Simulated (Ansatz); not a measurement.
Cd₉S₈Cl₂⁺. The state is a doublet with charge 1. Geometry PBE-D4/def2-SVP; atoms count from 1.

```xyz
19

S     1.952    1.070   -4.141
S    -0.199    3.101   -0.943
S    -1.769   -3.658    0.596
S    -2.502    0.675    2.162
S     0.365   -0.789   -0.951
S     3.312    2.096    0.222
S     1.482   -1.393    3.090
S     1.354    2.433    3.480
Cd    0.606   -0.852   -3.657
Cd   -1.613   -2.465   -1.627
Cd   -1.440    1.052   -0.187
Cd    1.853    1.602   -1.741
Cd    1.056    3.230    1.182
Cd   -2.868   -1.578    1.325
Cd    0.357   -2.351    1.147
Cd   -0.277    0.545    3.281
Cd    2.660    0.555    2.047
Cl   -0.953   -2.736   -4.040
Cl   -3.373   -0.537   -1.245
```

In the def2 sets Cd takes a core potential; there is no spin–orbit coupling. Single mean-field runs in def2-TZVP are fitted with def2-universal-jkfit.

(1) Estimate the Mulliken populations from the PBE0/def2-TZVP orbitals of Ansatz.

(2) Where does the spin sit?

(3) And the Mayer bond orders between bonded heavy atoms (over 0.3)?

## Answers

(1) 
```json
{"atom": "S1", "charge (e)": "-0.36", "spin (α − β)": "0.59", "d electrons": "–"}
{"atom": "S2", "charge (e)": "-0.54", "spin (α − β)": "0.28", "d electrons": "–"}
{"atom": "S3", "charge (e)": "-0.56", "spin (α − β)": "0.00", "d electrons": "–"}
{"atom": "S4", "charge (e)": "-0.60", "spin (α − β)": "0.00", "d electrons": "–"}
{"atom": "S5", "charge (e)": "-0.91", "spin (α − β)": "0.00", "d electrons": "–"}
{"atom": "S6", "charge (e)": "-0.57", "spin (α − β)": "0.21", "d electrons": "–"}
{"atom": "S7", "charge (e)": "-0.59", "spin (α − β)": "0.00", "d electrons": "–"}
{"atom": "S8", "charge (e)": "-0.59", "spin (α − β)": "0.01", "d electrons": "–"}
{"atom": "Cd9", "charge (e)": "0.74", "spin (α − β)": "-0.01", "d electrons": "10.02"}
{"atom": "Cd10", "charge (e)": "0.83", "spin (α − β)": "0.00", "d electrons": "10.05"}
{"atom": "Cd11", "charge (e)": "0.71", "spin (α − β)": "0.00", "d electrons": "10.04"}
{"atom": "Cd12", "charge (e)": "0.75", "spin (α − β)": "-0.05", "d electrons": "10.01"}
{"atom": "Cd13", "charge (e)": "0.69", "spin (α − β)": "-0.02", "d electrons": "10.01"}
{"atom": "Cd14", "charge (e)": "0.73", "spin (α − β)": "0.00", "d electrons": "10.01"}
{"atom": "Cd15", "charge (e)": "0.71", "spin (α − β)": "0.00", "d electrons": "10.02"}
{"atom": "Cd16", "charge (e)": "0.69", "spin (α − β)": "0.00", "d electrons": "10.02"}
{"atom": "Cd17", "charge (e)": "0.67", "spin (α − β)": "0.00", "d electrons": "10.02"}
{"atom": "Cl18", "charge (e)": "-0.36", "spin (α − β)": "0.00", "d electrons": "–"}
{"atom": "Cl19", "charge (e)": "-0.44", "spin (α − β)": "0.00", "d electrons": "–"}
```
Mulliken values and Mayer orders depend strongly on the basis.

(2) Summed by element: S 1.09, Cd -0.09, Cl 0.00, of 1 unpaired in all. Largest on single atoms: S1 0.59, S2 0.28, S6 0.21.

(3) S1–Cd9 0.89 (2.40 Å); S1–Cd12 0.71 (2.46 Å); S2–Cd11 0.67 (2.51 Å); S2–Cd12 0.46 (2.66 Å); S2–Cd13 0.68 (2.47 Å); S3–Cd10 0.64 (2.53 Å); S3–Cd14 0.76 (2.46 Å); S3–Cd15 0.65 (2.56 Å); S4–Cd11 0.55 (2.61 Å); S4–Cd14 0.79 (2.43 Å); S4–Cd16 0.65 (2.49 Å); S5–Cd9 0.36 (2.72 Å); S5–Cd10 0.35 (2.68 Å); S5–Cd11 0.37 (2.69 Å); S5–Cd15 0.38 (2.62 Å); S6–Cd12 0.65 (2.50 Å); S6–Cd13 0.41 (2.70 Å); S6–Cd17 0.73 (2.48 Å); S7–Cd15 0.79 (2.44 Å); S7–Cd16 0.52 (2.62 Å); S7–Cd17 0.68 (2.50 Å); S8–Cd13 0.78 (2.45 Å); S8–Cd16 0.71 (2.50 Å); S8–Cd17 0.46 (2.70 Å); Cd9–Cl18 0.56 (2.48 Å); Cd10–Cl18 0.48 (2.52 Å); Cd10–Cl19 0.36 (2.64 Å); Cd11–Cl19 0.31 (2.72 Å).
